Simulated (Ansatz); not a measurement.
C₂H₁₀AlBSi (`C[SiH2][B](C)[AlH2]`), relaxed with RKS PBE-D4/def2-SVP in Ansatz 0.2.0 from a rough embedded geometry. The force threshold is 0.03 eV/Å; the program also tests the step.

Total charge 0; spin multiplicity 1.

Start:

```xyz
15

C     2.134   -0.458    0.622
Si    0.402   -0.653    1.119
B    -0.748    0.190   -0.221
C    -1.735    1.366    0.280
Al   -0.772   -0.510   -2.142
H     2.851   -0.972    1.335
H     2.426    0.583    0.512
H     2.305   -1.013   -0.372
H     0.259    0.000    2.461
H     0.072   -2.070    1.246
H    -1.557    1.656    1.303
H    -2.754    1.121    0.059
H    -1.406    2.278   -0.429
H    -1.671    0.185   -3.231
H     0.194   -1.703   -2.540
```

Task: By how much does the energy fall, and how many steps does the optimiser take? (An estimate is asked.)

Result: The calculation gave: 71.17 kJ/mol, in 20 steps, 1 of them rejected.

Task: Which bonds change most? (An estimate is asked.)

Result: The calculation gave: C1–Si2 from 1.812 to 1.902 Å; B3–Al5 from 2.045 to 2.123 Å; C4–H13 from 1.201 to 1.123 Å; Si2–B3 from 1.956 to 2.033 Å.

Task: Give the relaxed structure. (Estimate.)

Result: Ansatz gave: 
```xyz
15

C     2.266   -0.603    0.390
Si    0.552   -0.290    1.152
B    -0.906    0.243   -0.161
C    -2.108    1.090    0.385
Al   -0.575   -0.391   -2.161
H     2.992   -0.935    1.160
H     2.667    0.319   -0.078
H     2.224   -1.393   -0.388
H     0.685    0.680    2.307
H     0.044   -1.590    1.750
H    -2.298    1.027    1.477
H    -3.066    1.032   -0.170
H    -1.728    2.133    0.216
H     0.172    0.562   -3.227
H    -0.922   -1.885   -2.653
```
